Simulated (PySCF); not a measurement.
SMILES C(C)(C)=C=C(C)N(C)C, C$_{8}$H$_{15}$N

Molfile (atoms numbered from 1):
```
C8H15N
     RDKit          3D

 24 23  0  0  0  0  0  0  0  0999 V2000
    2.5992   -2.0194   -0.7161 C   0  0  0  0  0  0  0  0  0  0  0  0
    2.0649   -0.7297   -0.1484 C   0  0  0  0  0  0  0  0  0  0  0  0
    3.0842    0.3602    0.0677 C   0  0  0  0  0  0  0  0  0  0  0  0
    0.7900   -0.5623    0.1327 C   0  0  0  0  0  0  0  0  0  0  0  0
   -0.4641   -0.3168    0.4842 C   0  0  0  0  0  0  0  0  0  0  0  0
   -0.9494   -0.6747    1.8647 C   0  0  0  0  0  0  0  0  0  0  0  0
   -1.3785    0.3250   -0.3651 N   0  0  0  0  0  0  0  0  0  0  0  0
   -0.8713    0.7107   -1.6541 C   0  0  0  0  0  0  0  0  0  0  0  0
   -2.7350   -0.1645   -0.3866 C   0  0  0  0  0  0  0  0  0  0  0  0
    3.3686   -2.4488   -0.0515 H   0  0  0  0  0  0  0  0  0  0  0  0
    1.8020   -2.7617   -0.8524 H   0  0  0  0  0  0  0  0  0  0  0  0
    3.0852   -1.8443   -1.6914 H   0  0  0  0  0  0  0  0  0  0  0  0
    3.5707    0.6316   -0.8853 H   0  0  0  0  0  0  0  0  0  0  0  0
    2.6286    1.2629    0.4957 H   0  0  0  0  0  0  0  0  0  0  0  0
    3.8854    0.0177    0.7449 H   0  0  0  0  0  0  0  0  0  0  0  0
   -1.4525    0.1878    2.3312 H   0  0  0  0  0  0  0  0  0  0  0  0
   -0.1009   -0.9705    2.4936 H   0  0  0  0  0  0  0  0  0  0  0  0
   -1.6635   -1.5139    1.8484 H   0  0  0  0  0  0  0  0  0  0  0  0
    0.0652    1.2739   -1.5311 H   0  0  0  0  0  0  0  0  0  0  0  0
   -0.6529   -0.1558   -2.3136 H   0  0  0  0  0  0  0  0  0  0  0  0
   -1.6052    1.3555   -2.1604 H   0  0  0  0  0  0  0  0  0  0  0  0
   -3.3736    0.5566   -0.9188 H   0  0  0  0  0  0  0  0  0  0  0  0
   -2.8392   -1.1478   -0.8940 H   0  0  0  0  0  0  0  0  0  0  0  0
   -3.1342   -0.2652    0.6313 H   0  0  0  0  0  0  0  0  0  0  0  0
  1  2  1  0
  2  3  1  0
  2  4  2  0
  4  5  2  0
  5  6  1  0
  5  7  1  0
  7  8  1  0
  7  9  1  0
  1 10  1  0
  1 11  1  0
  1 12  1  0
  3 13  1  0
  3 14  1  0
  3 15  1  0
  6 16  1  0
  6 17  1  0
  6 18  1  0
  8 19  1  0
  8 20  1  0
  8 21  1  0
  9 22  1  0
  9 23  1  0
  9 24  1  0
M  END
```

Level of theory: quadratic response CAM-B3LYP/def2-SVPD first hyperpolarisability, Taylor convention, gas phase (PySCF 2.14.0). Geometry: PBE0-D3(BJ)/def2-SVP.

**Question.** Give the tensor of the second harmonic β(−2ω;ω,ω) at 1064 nm in the axes of these coordinates.

**Answer.** In au, Taylor convention; rows are the first index (the induced dipole):
```csv
,xx,yy,zz,xy,xz,yz
x,-117.7,-20.6,-13.0,+114.6,-64.3,+47.1
y,+110.3,+108.7,+42.2,-20.5,+44.7,+29.3
z,-55.2,+29.6,+53.7,+42.9,-14.8,+40.6
```
Norm of βᵢ = ⅓ Σⱼ (βᵢⱼⱼ + βⱼᵢⱼ + βⱼⱼᵢ): 304.7 au, hyper-Rayleigh value 128.7 au.
